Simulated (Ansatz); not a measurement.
Cartesian coordinates in Å:
```
C 0.692 1.759 0.245
O 0.686 0.355 0.315
Si -0.572 -0.546 -0.252
N -0.325 -2.215 -0.039
H 0.636 2.114 -0.791
H -0.144 2.197 0.805
H 1.625 2.123 0.682
H -1.803 -0.158 0.488
H -0.726 -0.279 -1.708
H -0.399 -2.634 0.873
H 0.330 -2.715 -0.619
```

Charge 0, multiplicity 1.

Question: List the PBE/def2-TZVPP orbital energies in eV (the Gaussian-basis code of Ansatz). (Best estimate.)

Answer: Computed: Occupied: -1779.77, -509.98, -380.01, -270.04, -137.41, -94.17, -94.15, -94.13, -25.10, -21.09, -16.78, -13.24, -12.18, -11.24, -10.87, -10.84, -9.25, -8.17, -7.16, -6.36, -6.34. Lowest empty: -0.11, 0.41, 1.32, 1.59, 1.82, 2.06, 2.46, 2.59.
